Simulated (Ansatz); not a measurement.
Job for Ansatz (a program for electronic structure): U-B97M-V/def2-TZVPP on O (SMILES [O]).

Ansatz 0.2 input:
```yaml
crystal:
  periodic: [false, false, false]
  atoms:
    - {symbol: O, position_ang: [0.00000000, 0.00000000, 0.00000000]}
basis:
  gaussian:
    orbitals: def2-TZVPP
hamiltonian:
  xc: {name: B97M-V}
magnetization: {spin_polarized: true, initial_magnetization: 2}
```

**Question.** Predict the final total energy.

**Answer.** -75.0720 hartree.
